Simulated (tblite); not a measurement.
Species: C6H8O (charge +1 and doublet state).
Cartesian coordinates in Å at the GFN2-xTB level; atoms count from 1:
```xyz
15
C6H8O angstrom
C     -0.8689    1.6725   -0.5901
C     -0.3380    0.4788   -0.1614
C     -1.1689   -0.5500    0.3609
C     -2.4930   -0.5059    0.5031
O     -3.6192   -0.5102    0.6412
C      1.1341    0.2716   -0.2514
C      1.6767   -1.0533    0.2413
H     -1.9248    1.8842   -0.5534
H     -0.2310    2.4484   -0.9826
H     -0.7058   -1.4766    0.6870
H      1.4290    0.4220   -1.2986
H      1.6222    1.0936    0.2890
H      1.2672   -1.8897   -0.3248
H      2.7563   -1.0716    0.1197
H      1.4597   -1.2057    1.2983
```

Method: GFN2-xTB as coded in tblite; computed harmonic values from a numerical Hessian at the method's own geometry, unscaled. This tight-binding method is rough: wavenumbers can miss measured ones by several per cent, in bad cases by 10 to 20. One conformer, not necessarily the lowest. Open shells enter through the occupations alone, without spin polarisation, and single modes of such species can be off by tens of per cent.

Harmonic wavenumbers (cm⁻¹): 75.6, 95.6, 122.8, 244.8, 278.4, 383.4, 431.3, 439.4, 466.7, 486.6, 579.7, 670.1, 770.5, 843.6, 884.1, 957.4, 1012.5, 1017.4, 1060.8, 1113.6, 1152.3, 1215.6, 1271.9, 1352.2, 1369.9, 1403.8, 1438.1, 1454.2, 1458.3, 1481.5, 2271.4, 2893.3, 2928.9, 3006.2, 3011.0, 3014.2, 3067.8, 3097.8, 3136.2.

A = 5234, B = 1543, C = 1210 MHz; mass 96.058 u (most abundant isotopes); point group Cs, symmetry number 1; spin multiplicity 2.

**Question.** What is the zero-point energy?

**Answer.** ½Σν̃ = 25979 cm⁻¹ = 74.28 kcal/mol.

**Question.** Give the ideal-gas entropy at 298.15 K and 1 bar in the rigid-rotor, harmonic-oscillator model (classical rotation).

**Answer.** Translation 39.62, rotation 27.89, vibration 20.10, spin (R ln 2) 1.38: S = 89.0 cal/(mol K).

**Question.** And Cp and H(298.15 K) − H(0)?

**Answer.** Cp = 30.97 cal/(mol K), of which vibrations give 23.02 (their classical limit is 39 R = 77.5); H(298.15 K) − H(0) = 5.69 kcal/mol without the zero-point energy, 3.32 from vibrations.

**Question.** What must be added to the electronic energy to get the Gibbs energy at 298.15 K and 1 bar?

**Answer.** ZPE + [H(298.15 K) − H(0)] − T·S = 74.28 + 5.69 − 26.53 = 53.44 kcal/mol.

**Question.** How do the functions run with temperature in this model?

**Answer.** 
```
 T (K)  S (cal/(mol K))  Cp (cal/(mol K))  H − H(0) (kcal/mol)  G − H(0) (kcal/mol)  ln q(vib)
    50             56.3              11.3                 0.46                -2.36       0.22
   100             65.3              15.2                 1.12                -5.41       0.95
373.15             96.6              36.6                 8.23               -27.80       5.93
   500            108.5              44.9                13.42               -40.82       8.35
   750            129.0              56.5                26.20               -70.58      13.00
  1000            146.4              64.2                41.35              -105.08      17.37
```

q(vib) and H(0) count from the zero-point level.

**Question.** Blend soft modes into free rotors: weight 1/[1 + (100 cm⁻¹/ν̃)⁴] for the oscillator and the rest for a rotor with moment μB/(μ + B), μ = h/(8π²ν), B = 10⁻⁴⁴ kg m². What vibrational entropy results?

**Answer.** 18.99 cal/(mol K) in place of 20.10, which changes −T·S at 298.15 K by +0.33 kcal/mol.

Hindered rotation and anharmonicity are outside this model. Other conformers, if any are populated, would add a mixing term that is left out.

On Arm Neoverse V1, one thread, on a shared host, this took 0.38 s wall. This covers the Hessian and the dipole derivatives.
